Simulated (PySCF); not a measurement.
[C4H5F3S]+: g tensor and hyperfine couplings

Species: C₄H₅F₃S (charge +1 and doublet state).
Geometry (GFN2-xTB, Å), atoms numbered from 1 in this order:
```xyz
13
C4H5F3S angstrom
C     -1.6504    1.2990   -0.6405
C     -0.6283    0.5141   -0.2554
S      1.0086    1.0871   -0.4894
C      2.1032   -0.1699    0.1335
C     -0.8809   -0.8573    0.3690
F     -2.1690   -1.1240    0.4532
F     -0.2965   -1.8179   -0.3564
F     -0.3550   -0.9216    1.5975
H     -2.6800    0.9888   -0.5230
H     -1.4794    2.2693   -1.0813
H      1.9826   -1.1073   -0.4141
H      1.9241   -0.3643    1.1932
H      3.1167    0.2045   -0.0039
```

The hyperfine couplings belong to this conformer and change with its torsions.

The species is `C=C([S+]C)C(F)(F)F` [radical] (charge +1).

Level of theory: UKS B3LYP, pcH-1 on C F H S, non-relativistic, mean-field spin-orbit, GIAO (PySCF 2.14.0). Geometry: GFN2-xTB, one conformer, isolated ion. Couplings are sensitive to structure, and on GFN2-xTB geometries they can be far from those on DFT ones, by a factor of two or more for some ions and for spin on atoms past the first row. The SCF solution wasn't tested for stability.

```json
{
  "g1, g2, g3": "2.00208, 2.01096, 2.02088",
  "g_iso": "2.01131",
  "Form of g": "rhombic: the two nearest values differ by 47 % of g3 − g1",
  "⟨S²⟩": "0.7626 (exact 0.7500)",
  "α and β electrons": "36, 35",
  "HOMO–LUMO gap, α and β orbitals": "6.37, 4.14 eV",
  "Basis functions": "260"
}
```

Isotropic coupling and dipolar principal values T1 to T3, in G; ρ(0) is the spin density at the nucleus (MHz turned into gauss with g_iso; 10 G = 1 mT):

```
atom  isotope  a_iso  of which spin–orbit     T1     T2    T3  Mulliken spin population  ρ(0) (bohr⁻³)
  C1      13C   10.7                  0.0  -11.3  -11.0  22.3                      0.40         0.0269
  C2      13C   -8.0                  0.1   -0.5   -0.1   0.6                     -0.06        -0.0205
  S3      33S   10.2                  0.0  -24.4  -23.2  47.5                      0.67         0.0840
  C4      13C   -4.4                  0.1   -1.3   -0.8   2.1                     -0.03        -0.0114
  C5      13C   -0.2                  0.0   -0.2    0.0   0.2                      0.00        -0.0004
  F6      19F    0.1                 -0.1   -1.8   -1.1   2.9                      0.00         0.0002
  F7      19F   -0.2                  0.0   -1.2    0.4   0.9                      0.00        -0.0002
  F8      19F   -0.1                  0.0   -1.2    0.3   0.9                      0.00        -0.0001
  H9       1H   -9.9                  0.0   -5.4   -0.8   6.2                     -0.02        -0.0062
 H10       1H   -9.1                  0.0   -4.2   -1.2   5.4                     -0.02        -0.0057
 H11       1H   29.4                  0.0   -1.6   -0.7   2.3                      0.03         0.0185
 H12       1H   28.5                  0.0   -1.6   -0.7   2.2                      0.03         0.0179
 H13       1H   -0.4                  0.0   -1.0   -0.9   1.8                      0.00        -0.0003
```

The largest Mulliken spin populations are on S3 (+0.67), C1 (+0.40) and C2 (-0.06).

Axes: g2 points within 5° of the C1–H10 bond.

Under fast tumbling the dipolar parts average out, and these isotropic splittings remain: 3 × 1H (H11/H12/H13, I = 1/2, 4 lines) with 1.92 mT, 1 × 1H (H9, I = 1/2, 2 lines) with 0.99 mT and 1 × 1H (H10, I = 1/2, 2 lines) with 0.91 mT.

Class means assume fast exchange of nuclei equivalent by connectivity; if that motion is slow, each nucleus keeps its own coupling. The three 1H nuclei of mean +54.0 MHz run from -1.1 to 82.8 MHz in the frozen geometry.

The 13C coupling of C1 (30.1 MHz) shows only in satellite lines or after enrichment, since that isotope makes up about 1.07 % of natural carbon.

The 33S coupling of S3 (28.7 MHz) shows only in satellite lines or after enrichment, since that isotope makes up about 0.76 % of natural sulfur.

Examples of negative spin density at the nucleus (bohr⁻³): C2 (-0.0205), C4 (-0.0114) and H9 (-0.0062).
